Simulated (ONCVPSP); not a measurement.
**What one change does to a pseudopotential (vanadium, ONCV)**

ONCVPSP 4.0.1 input, shortened (lines: element, Z, core and valence counts, functional; n l f; lmax; l rc ep ncon nbas qcut; lloc lpopt rc5 dvloc0; l nproj debl; icmod fcfact rcfact), PBE, scalar-relativistic:

```
  V 23.00    3    4        4      upf
    1    0    2.00
    2    0    2.00
    2    1    6.00
    3    0    2.00
    3    1    6.00
    3    2    3.00
    4    0    2.00
    2
    0    1.25    0.00    4    8    7.70
    1    1.15    0.00    5    9    9.90
    2    1.35    0.00    3    7   12.50
    4    5    0.95    0.00
    0    2    0.90
    1    2    1.90
    2    2    2.10
    0    0.00    0.00
```

Change: s: qcut 10.5.

Cutoffs: the cutoffs (Ha) at which the residual kinetic energy of the hardest occupied pseudo-wave falls to 1 and 0.1 mHa per electron; they do not see the model core or the augmentation charge, which bear on the density cutoff. Errors are all-electron minus pseudo energies relative to the spin-unpolarised reference configuration.

**Question.** How do hardness, ghosts and transferability respond?

**Answer.** The potential gets neither clearly harder nor softer (52 Ha and 62 Ha → 52 Ha and 60 Ha); the d channel sets the loose cutoff, while the largest relative change is in s, which becomes harder; of the 4 tests that both files solve, the error grows in 1 and shrinks in 0 by more than 15 % and 0.3 meV (median size 3.2 → 3.9 meV); neither file shows a bound ghost.

| quantity | base | changed |
| --- | --- | --- |
| cutoff, loose | 52 Ha | 52 Ha |
| cutoff, tight | 62 Ha | 60 Ha |
| loose cutoff by channel | s 26 Ha, p 33 Ha, d 52 Ha | s 37 Ha, p 33 Ha, d 52 Ha |
| bound ghosts | none | none |
| GHOST(+) flags under 300 eV | none | none |
| error for 3s2 3p6 3d3 4s1, meV [ΔE 7.74 eV] | -0.2 | -0.3 |
| error for 3s2 3p6 3d3 4s0, meV [ΔE 22.03 eV] | +0.2 | -0.4 |
| error for 3s2 3p6 3d2 4s0, meV [ΔE 50.93 eV] | +6.2 | +7.4 |
| error for 3s2 3p6 3d2 4s2, meV [ΔE 10.97 eV] | +14 | +12 |
| s: phases at 1.27 bohr within 0.05 rad from the reference energy up to (Ha; the scan ends near 5) | to the end of the scan | to the end of the scan |
| p: phases at 1.17 bohr within 0.05 rad from the reference energy up to (Ha; the scan ends near 5) | to the end of the scan | to the end of the scan |
| d: phases at 1.37 bohr within 0.05 rad from the reference energy up to (Ha; the scan ends near 5) | to the end of the scan | to the end of the scan |
